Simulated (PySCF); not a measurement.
**Nuclear quadrupole coupling in `C[C@@]1(OC=O)CCC1=S`**

C6H8O2S.
Structure used (GFN2-xTB), in Å, numbered top down from 1:
```xyz
17
C6H8O2S angstrom
C      0.2407    1.5205    0.5726
C      0.1088    0.2103   -0.1942
O      1.3427   -0.1240   -0.8427
C      2.3567   -0.5195   -0.0971
O      2.3814   -0.6526    1.0901
C     -0.5862   -0.9349    0.5811
C     -1.8249   -0.7779   -0.3188
C     -1.0616    0.2002   -1.1599
S     -1.3374    0.9398   -2.5560
H      0.5781    2.3029   -0.1041
H      0.9610    1.4011    1.3783
H     -0.7214    1.8034    0.9907
H      3.2120   -0.7248   -0.7647
H     -0.7294   -0.7363    1.6395
H     -0.0812   -1.8896    0.4584
H     -2.1523   -1.6690   -0.8530
H     -2.6940   -0.3374    0.1698
```

Field gradients from the PBE0/pcSseg-1 density (PySCF, non-relativistic), principal values in atomic units, ordered |Vxx| ≤ |Vyy| ≤ |Vzz|:

```tsv
atom	Vxx	Vyy	Vzz
O3	-0.5828	-1.0852	1.6680
O5	0.6034	1.0222	-1.6256
S9	0.9304	1.9200	-2.8504
```

Find the asymmetry η = (Vxx − Vyy)/Vzz and the couplings χ = eQV/h (234.96 MHz × Q in barn × V in au), with Q(17O) = −0.0256 b, Q(33S) = −0.0678 b.

| atom | environment | nucleus | η | χzz (MHz) | χxx (MHz) | χyy (MHz) |
| --- | --- | --- | --- | --- | --- | --- |
| O3 | ester single-bonded oxygen | 17O | 0.30 | -10.03 | 3.51 | 6.53 |
| O5 | ester carbonyl oxygen | 17O | 0.26 | 9.78 | -3.63 | -6.15 |
| S9 | thiocarbonyl sulfur | 33S | 0.35 | 45.41 | -14.82 | -30.59 |

The tensor is traceless: Vxx + Vyy + Vzz = 0.

What is Vzz at S9 in SI units (1 au = 9.71736 × 10²¹ V/m²)?

-2.8504 au = -27.698 × 10²¹ V/m².

And the gradient at the other heavy atoms, for which no coupling is worked out here?

```tsv
atom	environment	Vzz (au)	η
C1	methyl carbon	0.126	0.39
C2	sp3 carbon bound to oxygen	0.425	0.11
C4	ester carbonyl carbon	-0.406	1.00
C6	four-membered-ring carbon	-0.105	0.56
C7	four-membered-ring carbon	0.061	0.95
C8	thiocarbonyl carbon	0.519	0.14
```

Were the hydrogens deuterons (Q(2H) = 0.00286 b), χzz would run from 184 kHz (H13) to 212 kHz (H12 and H14).

Geometry: GFN2-xTB, one conformer, isolated molecule. GFN2-xTB bond lengths can be off by several hundredths of an ångström, more for odd bonds, and the gradients follow them. These gradients aren't converged with respect to the basis.
